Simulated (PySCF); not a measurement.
Isomers of CH2B2O. All species are isolated molecules in the gas phase. One relaxed conformer stands for each flexible species; it need not be the lowest. Strings in code marks are SMILES.

Computed with PySCF with PBE-D3(BJ)/def2-TZVP // r2SCAN-D4/def2-TZVP. Delta-SCF ions had no search for a lower state. Excitations are Tamm–Dancoff values on a coarser integration grid. The basis has no diffuse functions, so Rydberg states are missing or too high.

```csv
species,HOMO (eV),T1 excitation (TDA) (eV),vertical ionisation energy (Delta-SCF) (eV),HOMO–LUMO gap (eV),S1 oscillator strength
`B(/[H])=C1\OB1`,-5.35,1.66,8.80,2.10,0.000
`[H]/B=C\B=O`,-6.72,___,10.04,3.33,0.000
`B1C(B=1)O` (H–O–C–B torsion 133°),-5.72,0.56,___,___,0.016
`OB1C=B1`,-6.55,___,9.95,3.55,0.005
`C=BB=O`,-6.49,2.09,9.87,2.44,0.000
`C1(O)BB=1`,___,2.70,___,3.05,___
`C1B2B1O2`,___,1.61,8.28,2.62,0.042
`BB=C=O`,___,0.07,8.81,___,0.000
```

Complete the blanks.


- `[H]/B=C\B=O`, T1 excitation (TDA) (eV): 2.97
- `B1C(B=1)O` (H–O–C–B torsion 133°), vertical ionisation energy (Delta-SCF) (eV): 8.74
- `B1C(B=1)O` (H–O–C–B torsion 133°), HOMO–LUMO gap (eV): 1.42
- `OB1C=B1`, T1 excitation (TDA) (eV): 2.57
- `C1(O)BB=1`, HOMO (eV): -6.32
- `C1(O)BB=1`, vertical ionisation energy (Delta-SCF) (eV): 9.72
- `C1(O)BB=1`, S1 oscillator strength: 0.005
- `C1B2B1O2`, HOMO (eV): -5.27
- `BB=C=O`, HOMO (eV): -5.64
- `BB=C=O`, HOMO–LUMO gap (eV): 0.47
